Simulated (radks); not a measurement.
The mean radii <r> (bohr) of the occupied orbitals of an atom or ion are listed with their occupations. Method: Dirac Kohn-Sham, revPBE, spin-unpolarised, spherical densities, finite nucleus; Fermi nuclear charge, rms radius of each element as measured or else 0.836 A^(1/3) + 0.57 fm; computed with a radial shooting solver on a logarithmic mesh with Libxc functionals.

orbital  occ.      <r>
1s1/2       2  0.01744
2s1/2       2  0.07297
2p1/2       2  0.06017
2p3/2       4  0.06848
3s1/2       2   0.1899
3p1/2       2   0.1801
3p3/2       4   0.1954
3d3/2       4   0.1705
3d5/2       6   0.1752
4s1/2       2   0.4232
4p1/2       2   0.4267
4p3/2       4   0.4603
4d3/2       4   0.4719
4d5/2       6   0.4831
5s1/2       2   0.9794
5p1/2       2    1.066
4f5/2       6   0.5314
4f7/2       8   0.5391
5p3/2       4    1.165
5d3/2     2.8    1.632
5d5/2     4.2    1.697
6s1/2       1    2.708

Name the element and its charge. Open shells, if any, are shared by 2j + 1.

Answer. Z = 77, iridium, charge +1: Ir+ in [Xe] 4f14 5d7 6s1. The 1s radius gives Z: for a bare nucleus <r> = (2 gamma + 1)/(2Z) with gamma = sqrt(1 - (Z/c)^2), 0.01724 bohr for Z = 77, and screening makes it slightly larger (0.01744 here). The occupations add up to 76, and the charge is Z minus that.
